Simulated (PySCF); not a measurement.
## Working out the ionisation energy of Cu⁺

Cu⁺ [Ar] 3d10 (1S) → Cu²⁺ [Ar] 3d9 (2D). All numbers are calculated (PySCF 2.14, no relativity, point nucleus, in dyall-av2z (16s12p7d2f, 101 functions)). Frozen: [Ar]; the 33 highest virtual orbitals dropped. Energies in hartree (1 hartree = 27.21139 eV):

```
             part   Cu⁺ (lower)  Cu²⁺ (upper)
              UHF  -1638.700240  -1638.060856
MP2 opposite-spin     -0.265844     -0.187118
    MP2 same-spin     -0.155145     -0.108400
```

Task: What does Hartree-Fock give?

Result: (-1638.060856) − (-1638.700240) = 0.639384 hartree = 17.399 eV.

Task: What do MP2 and SCS-MP2 (6/5 opposite-spin, 1/3 same-spin) give?

Result: The opposite-spin parts differ by 2.142 eV and the same-spin parts by 1.272 eV. MP2: 17.399 + (2.142) + (1.272) = 20.813 eV. SCS-MP2: 17.399 + 1.2 × (2.142) + (1.272)/3 = 20.393 eV.

A first-order spin-orbit estimate adds -0.105 eV to MP2 (valence), giving 20.708 eV against 20.292 eV (measured; NIST Atomic Spectra Database, ionization energies).

The calculation is non-relativistic.

A double-zeta basis recovers only part of the correlation energy.

What remains against the reference includes basis incompleteness, the frozen core and correlation beyond second order.
